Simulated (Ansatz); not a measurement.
Born–Oppenheimer molecular dynamics of ClH5OW (8 atoms, charge 0, multiplicity 1). It starts from a relaxed structure.

Theory: RKS PBE0-D4/def2-SVP (Ansatz).

| Property | Result |
| --- | --- |
| ensemble | NVT, Nosé–Hoover chain |
| time step | 0.5 fs |
| steps asked | 100 |
| set temperature | 500 K |
| thermostat | time constant 100 fs, chain length 3 (defaults) |
| seed | 310529 |

First frame:

```xyz
8
Properties=species:S:1:pos:R:3
W 0.091 -0.087 0.073
H -0.081 -0.401 1.722
O 1.881 0.190 -0.206
H 2.456 -0.140 -0.912
H -0.626 1.090 1.009
Cl -1.073 1.239 -1.486
H -0.007 -1.682 0.616
H -0.815 -1.161 -0.837
```

Problem. How far do the bonds stretch over the last three quarters of this one trajectory? (Pairs bonded in most of those frames.)

Solution. 
| bond | mean (Å) | spread (Å) | shortest | longest |
| --- | --- | --- | --- | --- |
| W1–H2 | 1.685 | 0.014 | 1.66 | 1.71 |
| W1–O3 | 1.858 | 0.044 | 1.78 | 1.91 |
| W1–H5 | 1.672 | 0.050 | 1.60 | 1.75 |
| W1–Cl6 | 2.328 | 0.023 | 2.31 | 2.38 |
| W1–H7 | 1.686 | 0.025 | 1.65 | 1.73 |
| W1–H8 | 1.676 | 0.015 | 1.65 | 1.70 |
| O3–H4 | 0.973 | 0.025 | 0.93 | 1.01 |

Mean temperature of the second half: 286 K. The conserved energy stayed within 0.24 meV per atom of its start (net change 0.19 meV per atom), so the integration is sound. The mean temperature of the second half is 43 % below the set value. A run of 0.05 ps of so small a system gives no equilibrium averages.

Time of the run: 6.9 min on 1 thread of Arm Neoverse V2 (shared host), peak memory 0.18 GiB.
